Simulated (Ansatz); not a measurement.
Reaction (ligand exchange at the Si–C bond): `OC(O)(O)[SiH3]` + `C=C[SiH2]O` → `C=C[SiH2]O[SiH3]` + `OC(O)O`

Isolated molecules relaxed with PBE0-D4/def2-TZVP in Ansatz; ΔE leaves out vibrations. CBS: MP2 limit from def2 TZ/QZ plus the TZ coupled-cluster correction, frozen cores. Functionals use def2-TZVPP. B3LYP here is the variant with VWN-RPA as its local correlation; programs differ in this. Each species was taken in one conformer, which may not be the lowest.

| level | ΔE (kJ/mol) | difference from CCSD(T)/CBS |
| --- | --- | --- |
| PBE-D4 | -118.5 | 20.2 |
| r2SCAN-D4 | -133.5 | 5.2 |
| PBE0-D4 | -130.8 | 7.9 |
| B3LYP-D4 | -138.7 | 0.0 |
| ωB97X-V | -136.2 | 2.5 |
| ωB97M-V | -134.7 | 4.0 |
| B2PLYP | -141.6 | -2.9 |
| PBE | -118.4 | 20.3 |
| r2SCAN | -133.1 | 5.6 |
| PBE0 | -130.4 | 8.3 |
| B3LYP | -138.9 | -0.2 |
| HF/def2-TZVPP | -169.7 | -31.0 |
| MP2/def2-TZVPP | -142.8 | -4.1 |
| SCS-MP2/def2-TZVPP | -147.0 | -8.3 |
| CCSD/def2-TZVPP | -144.8 | -6.1 |
| CCSD(T)/def2-TZVPP | -139.8 | -1.1 |
| HF/def2-QZVPP | -171.9 | -33.2 |
| MP2/def2-QZVPP | -142.9 | -4.2 |
| SCS-MP2/def2-QZVPP | -147.0 | -8.3 |
| HF/CBS(def2) | -172.2 | -33.5 |
| MP2/CBS(def2) | -141.6 | -2.9 |
| CCSD/CBS(def2) | -143.7 | -5.0 |
| CCSD(T)/CBS | -138.7 | 0 |

Largest T1 diagnostic among the species: 0.012.

From PBE to PBE0 (25 % exact exchange), in def2-TZVPP and without D4, ΔE moves by −12.0 kJ/mol. In def2-TZVPP, CCSD(T) changes the Hartree–Fock value by +29.9 kJ/mol (the triples alone add +5.1 kJ/mol) and MP2 by +27.0 kJ/mol.
